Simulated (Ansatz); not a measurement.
`[SiH3]BO[SiH3]` + H₂O → `OB[SiH3]` + silanol at 700 K and 1 bar (formal hydrolysis of a B–O bond).

Gas-phase electronic energies from Ansatz, PBE0-D4/def2-TZVP geometries. CCSD(T)/CBS is the MP2 limit (def2-TZVPP, def2-QZVPP) plus CCSD(T) − MP2 in def2-TZVPP, frozen cores. This one scheme is used for every species. Each species was taken in one conformer, which may not be the lowest.

| species | CCSD(T)/CBS energy (Eh) | H − E (kJ/mol) | S (J/(mol·K)) |
| --- | --- | --- | --- |
| `[SiH3]BO[SiH3]` | -682.38605 | 259.2 | 485.8 |
| H₂O | -76.37941 | 80.5 | 218.4 |
| `OB[SiH3]` | -392.07510 | 194.9 | 384.0 |
| `O[SiH3]` | -366.69042 | 144.6 | 321.6 |

H − E and S are ideal-gas, rigid-rotor, harmonic terms from PBE0-D4/def2-TZVP, for one conformer and one mirror image of each species. 1 Eh = 2625.50 kJ/mol, R = 8.31446 J/(mol·K).

By hand: ΔE, ΔH, ΔS and ΔG.

ΔE = (-392.07510) + (-366.69042) − (-682.38605) − (-76.37941) = -0.00006 Eh = -0.2 kJ/mol. Δ(H − E) = 194.9 + 144.6 − 259.2 − 80.5 = -0.2, so ΔH = -0.4 kJ/mol. ΔS = 384.0 + 321.6 − 485.8 − 218.4 = 1.4 J/(mol·K). ΔG = -0.4 − 700 × (1.4)/1000 = -1.4 kJ/mol.

By hand: the equilibrium constant, and the temperature at which ΔG would vanish if ΔH and ΔS stayed fixed.

log₁₀ K = −ΔG/(RT ln 10) = 0.1. ΔH and −TΔS have one sign here, so there is no such temperature. One of them is within its doubt of zero, so this could turn.

TΔS isn't small against ΔH here. The sign of ΔG lies within the doubt. A doubt of 5 kJ/mol in ΔE shifts log₁₀ K by 0.4 here. Other conformers and mirror images would add mixing entropy, several J/(mol·K) or more a flexible species. Modes under 60 cm⁻¹, often nearly free rotors, make the harmonic entropy too high. These are equilibria of isolated gas molecules and say nothing of rates. Largest T1 diagnostic: 0.014 (customary marks: 0.02 for closed shells, 0.045 for open ones).
